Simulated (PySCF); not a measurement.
Isomers of C7H10OSi, one GFN2-xTB conformer each. Single-point energies are computed at PBE0/pcSseg-1 (PySCF, gas phase, no added dispersion term), electronic only.

```
                         SMILES  GFN2-xTB relative energy (kJ/mol)
C#C[C@@]1([SiH3])C[C@@H]1C(C)=O                              158.9
          C=C(C)c1coc([SiH3])c1                                0.0
 C#C[C@@H]1[C@H](C=C)C[Si@@H]1O                              126.1
          C=C(C#C[SiH2]C)C(C)=O                              195.2
      c1coc([C@@H]2CC[SiH2]2)c1                                6.2
```

Conformers: `[CH:1]#[C:2][C@@:3]1([SiH3:4])[CH2:5][C@@H:6]1[C:7]([CH3:8])=[O:9]` with C5–C6–C7–C8 131°; `[CH2:1]=[C:2]([CH3:3])[c:4]1[cH:5][o:6][c:7]([SiH3:8])[cH:9]1` with C1–C2–C4–C5 180°; `[CH:1]#[C:2][C@@H:3]1[C@H:4]([CH:5]=[CH2:6])[CH2:7][Si@@H:8]1[OH:9]` with C3–C4–C5–C6 120°, C7–Si8–O9–H -59°, C2–C3–C4–C5 20°, C3–C4–C7–Si8 -13°, C4–C7–Si8–O9 124°, C2–C3–Si8–C7 107°; `[CH2:1]=[C:2]([C:3]#[C:4][SiH2:5][CH3:6])[C:7]([CH3:8])=[O:9]` with C1–C2–C7–C8 180°; `[cH:1]1[cH:2][o:3][c:4]([C@@H:5]2[CH2:6][CH2:7][SiH2:8]2)[cH:9]1` with O3–C4–C5–C6 55°, C4–C5–C6–C7 -133°, C5–C6–C7–Si8 13°, C6–C7–Si8–C5 -11°, C4–C5–Si8–C7 129°.

Q: What does PBE0/pcSseg-1 give for the same structures?

A: 
```
                         SMILES  PBE0/pcSseg-1 E (Eh)  PBE0/pcSseg-1 (kJ/mol)  GFN2-xTB (kJ/mol)  point group
      c1coc([C@@H]2CC[SiH2]2)c1            -636.85396                     0.0                6.2           C1
          C=C(C)c1coc([SiH3])c1            -636.85155                     6.3                0.0           Cs
          C=C(C#C[SiH2]C)C(C)=O            -636.82799                    68.2              195.2           Cs
 C#C[C@@H]1[C@H](C=C)C[Si@@H]1O            -636.82632                    72.6              126.1           C1
C#C[C@@]1([SiH3])C[C@@H]1C(C)=O            -636.79236                   161.7              158.9           C1
```

GFN2-xTB puts C=C(C)c1coc([SiH3])c1 lowest instead; measured from each level's own lowest isomer, the values differ by up to 127.0 kJ/mol (C=C(C#C[SiH2]C)C(C)=O: 195.2 against 68.2). As drawn, the lowest has an aromatic ring and a four-membered ring, which the highest lacks; the highest has a three-membered ring, a C=O bond and a C≡C bond, which the lowest lacks. Neighbours under 10 kJ/mol apart (c1coc([C@@H]2CC[SiH2]2)c1 and C=C(C)c1coc([SiH3])c1; C=C(C#C[SiH2]C)C(C)=O and C#C[C@@H]1[C@H](C=C)C[Si@@H]1O) can change places with a better method, another conformer or zero-point energy.

Q: Which frontier levels, dipoles and rotational constants go with these structures?

A: 
```json
{"SMILES": "c1coc([C@@H]2CC[SiH2]2)c1", "HOMO (eV, PBE0/pcSseg-1)": "-6.03", "LUMO (eV)": "0.16", "dipole (D)": "0.54", "A, B, C (MHz)": "3441, 853.5, 838.7"}
{"SMILES": "C=C(C)c1coc([SiH3])c1", "HOMO (eV, PBE0/pcSseg-1)": "-6.44", "LUMO (eV)": "-0.50", "dipole (D)": "0.68", "A, B, C (MHz)": "3931, 704.3, 603.7"}
{"SMILES": "C=C(C#C[SiH2]C)C(C)=O", "HOMO (eV, PBE0/pcSseg-1)": "-7.37", "LUMO (eV)": "-2.08", "dipole (D)": "2.86", "A, B, C (MHz)": "3225, 545.1, 471.5"}
{"SMILES": "C#C[C@@H]1[C@H](C=C)C[Si@@H]1O", "HOMO (eV, PBE0/pcSseg-1)": "-7.15", "LUMO (eV)": "0.20", "dipole (D)": "0.73", "A, B, C (MHz)": "2116, 1080, 811.2"}
{"SMILES": "C#C[C@@]1([SiH3])C[C@@H]1C(C)=O", "HOMO (eV, PBE0/pcSseg-1)": "-7.42", "LUMO (eV)": "-1.04", "dipole (D)": "3.63", "A, B, C (MHz)": "2078, 1095, 849.4"}
```

Q: As an exercise, what shares would exp(−E/RT) give at 2000 K from these electronic energies alone (no entropy, no degeneracies)?

A: RT = 16.629 kJ/mol: c1coc([C@@H]2CC[SiH2]2)c1 58.4 %, C=C(C)c1coc([SiH3])c1 39.9 %, C=C(C#C[SiH2]C)C(C)=O 1.0 %, C#C[C@@H]1[C@H](C=C)C[Si@@H]1O 0.7 %, C#C[C@@]1([SiH3])C[C@@H]1C(C)=O under 0.1 %.
